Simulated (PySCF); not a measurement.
## Solvent effects on NMR parameters

Atoms are numbered as in `[CH3:1][BH:2][CH2:3]/[CH:4]=[CH:5]/[CH3:6]`. Hydrogens are named by the atom that carries them.

GIAO PBE0/pcSseg-1 in PySCF 2.14 on one PBE0-D3(BJ)/def2-SVP conformer, non-relativistic, equivalent nuclei averaged. Solvents enter as an IEF-PCM continuum (cyclohexane with ε = 2.0, methanol with ε = 32.6) around the gas-phase geometry. Shifts are referred to TMS, BF3·OEt2 computed in the same medium.

Gas phase, δ in ppm: C4 137.6, C5 130.3, C3 44.8, C6 21.2, C1 15.2, B2 85.2, H(B2) 7.33, H(C4) 6.02, H(C5) 5.43, H(C3) 2.21, H(C6) 1.74, H(C1) 1.05. Dipole moment 0.49 D.

**Question.** How does each δ change in the continuum?

**Answer.** 
```
atoms                                 environment  Δδ, cyclohexane  Δδ, methanol
   C4                                   alkene CH             +0.8          +1.9
   C5                                   alkene CH             +0.4          +1.1
   C3                 allylic sp3 CH2 bonded to B             +0.1          +0.3
   C6                       allylic methyl carbon             +0.1          +0.3
   C1                   methyl carbon bonded to B             +0.2          +0.4
   B2                      boron bonded to 2 C, H             +0.1          +0.1
H(B2)           hydrogen on a boron bonded to 2 C            -0.05         -0.13
H(C4)                    hydrogen on an alkene CH            +0.04         +0.10
H(C5)                    hydrogen on an alkene CH            +0.04         +0.11
H(C3)  hydrogen on an allylic sp3 CH2 bonded to B            +0.05         +0.14
H(C6)        hydrogen on an allylic methyl carbon            +0.01         +0.04
H(C1)     hydrogen on a methyl carbon bonded to B            +0.02         +0.04
```

Changes are relative to the gas phase. The dipole moment becomes 0.55 D in cyclohexane, 0.66 D in methanol.

**Question.** Which nuclei move most (in ppm), and what does the model miss?

**Answer.** C4 (alkene CH, +1.9 ppm) in methanol. A continuum only polarises the solute; specific hydrogen bonds, the anisotropy of aromatic solvents and changes of geometry or conformer are outside it.
